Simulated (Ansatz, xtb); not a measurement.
Breaking the Si2–O1 bond in H2OSi (SMILES O=[SiH2]) (multiplicity 1 held, fragments rigid). Energies count from the point at 1.519 Å.
Geometry at that point (charge 0, multiplicity 1):
```xyz
4

O      1.00059    -0.40601    -0.06923
Si    -0.40448     0.16413     0.02799
H     -1.61807    -0.53590    -0.45149
H     -0.72386     1.48619     0.61354
```

R- and RO- levels are restricted; in cc, def2 and unpolarised 6-31G sets they are followed outwards from rest. U- levels take the lowest unrestricted solution at each point, which mixes spins at long bonds. Left out are points that failed, MP2 points that dive below the minimum, coupled-cluster points behind a jump of the amplitudes or a sharp parting from full CI or MRCI, small-basis points behind a change of solution, and semi-empirical points at long bonds. Levels need not reach the same state.

Correlated levels freeze the cores.

Codes used: Ansatz (a quantum-chemistry and plane-wave program) with Gaussian orbitals; xtb for the GFN methods. Values without a source in brackets are computed. The GFN methods have no spin term and hold the electronic entropy of 300 K.

Energies in kcal/mol.

| R (Å) | GFN2-xTB | R-HF/cc-pV(D+d)Z | U-HF/cc-pV(D+d)Z | R-SCS-MP2/cc-pV(D+d)Z |
|---|---|---|---|---|
| 1.216 | 165.0 | 105.6 | 105.6 | 121.5 |
| 1.368 | 22.8 | 16.0 | 16.0 | 24.4 |
| 1.519 | 0.0 | 0.0 | 0.0 | 0.0 |
| 1.671 | 16.2 | 16.6 | 15.0 | 7.8 |
| 1.823 | 44.2 | 45.8 | 32.3 | 29.7 |
| 2.051 | 89.6 | 91.1 | 58.5 | 80.5 |
| 2.279 | 130.7 | 121.7 | 74.0 | 132.7 |
| 2.659 | 181.4 | 146.1 | 81.7 | 176.3 |
| 3.039 | 209.5 | 156.1 | 83.4 | 193.7 |
| 3.495 | 225.3 | 161.1 | 83.9 | 201.8 |
| 4.103 | left out | 163.5 | 84.0 | 205.1 |
| 4.862 | left out | 164.4 | 84.1 | 206.2 |

Doubts at one or more of the structures used: a restricted determinant that unrestricted orbitals would lower (R-HF/cc-pV(D+d)Z, R-SCS-MP2/cc-pV(D+d)Z); a spin-contaminated determinant (U-HF/cc-pV(D+d)Z).
